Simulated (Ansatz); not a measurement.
A made-up structure of GeSiH$_{5}$ (charge -1), closed shell:

Si1  (0.259, 0.748, -0.107)
Ge2  (0.056, -1.648, -0.374)
H3  (0.077, -1.874, 1.119)
H4  (-1.450, -1.570, -0.449)
H5  (0.043, 1.487, -1.300)
H6  (-0.544, 1.473, 0.813)
H7  (1.559, 1.185, 0.260)
(Å)

It is relaxed with PBE-D4/def2-SVPD and then PBE0-D4/def2-TZVPD (Ansatz 0.2.0). Atoms count as bonded within 1.22 times the sum of their covalent radii (H–H: 0.88 Å). The end point is not checked to be a true minimum.

Problem. Does its bonding change? (A judgement: the text doesn't fix the answer.)

Solution. The calculation gives: No: no bond forms or breaks.

Where it ends: The first stage lowers the energy by 0.49 eV in 5 steps. It ends as GeSiH₅ ([SiH3][GeH2]), total charge -1:
Si1  (0.263, 0.737, -0.113)
Ge2  (0.086, -1.667, -0.406)
H3  (0.098, -1.893, 1.183)
H4  (-1.516, -1.572, -0.474)
H5  (0.027, 1.517, -1.386)
H6  (-0.605, 1.485, 0.875)
H7  (1.648, 1.194, 0.282)
(Å)

Labels in which every atom is bracketed show which atoms are joined, not bond orders.

For scale, one of the runs: PBE0-D4/def2-TZVPD relaxation, 142 basis functions, launched by `ansatz run in.yaml --threads 2 --pin off --events-out ev --progress --plain --max-ram 4352MiB`. Hardware: 2 CPU threads of an Arm Neoverse V1, shared host. Wall time about 14 s.
